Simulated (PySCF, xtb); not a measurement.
Ti(Br)(SH)3 (BrH3S3Ti), SMILES [SH][Ti]([SH])([SH])[Br], multiplicity 1. Other conformers were not sampled.

Harmonic wavenumbers (cm⁻¹) from GFN2-xTB (xtb) at its own minimum, in rising order: 60, 74, 78, 83, 87, 95, 111, 142, 256, 364, 381, 392, 445, 466, 473, 2303, 2316, 2353.

### Question
What does PySCF with PBE-D3(BJ)/def2-SVP give at its own minimum? (Estimate from the structure and the level; the computed values follow.)

### Answer
79, 86, 98, 101, 118, 197, 219, 291, 296, 360, 392, 430, 459, 513, 518, 2565, 2566, 2591. Paired by order, the mean absolute difference is 78 cm⁻¹ and the zero-point energies are 15.0 and 17.0 kcal/mol.
